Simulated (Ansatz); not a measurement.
Molecule: sum formula SiP2H5, net charge 0, doublet state. It need not be the lowest isomer of its formula. 
Structure (B3LYP-D3(BJ)/def2-TZVP (Ansatz, a program for electronic structure) minimum search):
SMILES: P[SiH]P
```xyz
8

P      1.9457     0.2100    -0.2277
Si    -0.2425     0.7852    -0.2391
P     -1.6281    -0.8211     0.5696
H      1.8981    -0.3322     1.0823
H      1.7552    -1.0537    -0.8536
H     -0.5911     1.2829    -1.5984
H     -2.8169    -0.1304     0.2147
H     -1.6140    -1.5922    -0.6258
```
Charge 0, spin multiplicity 2.

Basis-set convergence of Hartree-Fock and CCSD(T) correlation energies (hartree) with Ansatz. Valence correlation only, unless marked. Open shells are spin-unrestricted. Spin-orbit coupling is left out. No relativistic terms.

| basis | functions | E(HF) | E(corr, CCSD(T)) |
|---|---|---|---|
| aug-cc-pV(D+d)Z | 141 | -973.30684 | -0.42623 |
| aug-cc-pV(T+d)Z | 280 | -973.33961 | -0.50681 |
| aug-cc-pV(Q+d)Z | 497 | -973.34818 | -0.52963 |

Extrapolating the two largest sets (X = 3 and 4) as X^-3: E(corr) = (64·(-0.52963) - 27·(-0.50681))/37 = -0.5463 Eh, an estimate of the basis-set limit. The largest set recovers 97.0 % of it, the smallest 78.0 %.
